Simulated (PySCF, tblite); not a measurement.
Isomers of C5H6F2OSi. All values are computed: GFN2-xTB (tblite) harmonic vibrations without scaling, gas phase. Errors from tens to a few hundred cm⁻¹ against measured bands are possible. Modes of hydrogen on silicon can be 10 to 20 % off. One conformer each.

Electronic energies: PBE0/pcSseg-1 single points on the GFN2-xTB geometries (PySCF, gas phase).

```
                SMILES  electronic energy, lowest = 0 (kcal/mol)
  FC(F)c1coc([SiH3])c1                                     114.4
  COC1=C(F)[SiH2]C=C1F                                     139.3
  FCOC1=C(F)C=C[SiH2]1                                     138.2
CC(=O)C1=C[SiH2]C1(F)F                                     127.3
 FCC1=C[Si@@H](F)C=CO1                                      75.8
    CC1=CC=CO[Si]1(F)F                                       0.0
C#C/C=C(\O[SiH3])C(F)F                                     145.5
```

Problem. How do GFN2-xTB zero-point energies change the relative energies?

Solution. 
| SMILES | ZPE (kcal/mol) | of it from modes above 1550 cm⁻¹ | electronic (kcal/mol) | with ZPE, lowest = 0 (kcal/mol) | lowest mode (cm⁻¹) | rings |
| --- | --- | --- | --- | --- | --- | --- |
| CC1=CC=CO[Si]1(F)F | 64.3 | 30.7 | 0.0 | 0.0 | 72 | 1 |
| FCC1=C[Si@@H](F)C=CO1 | 62.0 | 29.6 | 75.8 | 73.6 | 43 | 1 |
| FC(F)c1coc([SiH3])c1 | 58.8 | 25.3 | 114.4 | 109.0 | 18 | 1 |
| CC(=O)C1=C[SiH2]C1(F)F | 59.1 | 28.9 | 127.3 | 122.1 | 41 | 1 |
| FCOC1=C(F)C=C[SiH2]1 | 59.8 | 28.2 | 138.2 | 133.7 | 47 | 1 |
| COC1=C(F)[SiH2]C=C1F | 59.9 | 28.5 | 139.3 | 134.9 | 78 | 1 |
| C#C/C=C(\O[SiH3])C(F)F | 56.8 | 28.9 | 145.5 | 138.0 | 18 | 0 |

The zero-point energies span 7.5 kcal/mol, from `C#C/C=C(\O[SiH3])C(F)F` to `CC1=CC=CO[Si]1(F)F`. The order is unchanged.

Problem. And how do the electronic energies of GFN2-xTB itself compare?

Solution. `CC1=CC=CO[Si]1(F)F` 0.0; `FCC1=C[Si@@H](F)C=CO1` 72.1; `FC(F)c1coc([SiH3])c1` 88.9; `CC(=O)C1=C[SiH2]C1(F)F` 126.6; `FCOC1=C(F)C=C[SiH2]1` 121.9; `COC1=C(F)[SiH2]C=C1F` 121.8; `C#C/C=C(\O[SiH3])C(F)F` 104.0 kcal/mol, lowest = 0. Against the energies above, taken from the same isomer `CC1=CC=CO[Si]1(F)F`, the largest difference is 41.5 kcal/mol.

Problem. What do entropy and thermal enthalpy add at 298.15 K and 1 bar (rigid rotor, harmonic oscillator, one conformer each)?

Solution. 
```tsv
SMILES	point group	symmetry number	S (cal/(mol K))	H − H(0) (kcal/mol)	ZPE + H − H(0) − TS (kcal/mol)
CC1=CC=CO[Si]1(F)F	Cs	1	95.4	6.55	42.4
FCC1=C[Si@@H](F)C=CO1	C1	1	96.6	6.49	39.7
CC(=O)C1=C[SiH2]C1(F)F	Cs	1	98.8	6.98	36.6
FCOC1=C(F)C=C[SiH2]1	Cs	1	96.5	6.64	37.7
COC1=C(F)[SiH2]C=C1F	Cs	1	95.7	6.74	38.1
```

Not tabulated: `FC(F)c1coc([SiH3])c1` (lowest mode only 18 cm⁻¹); `C#C/C=C(\O[SiH3])C(F)F` (lowest mode only 18 cm⁻¹).
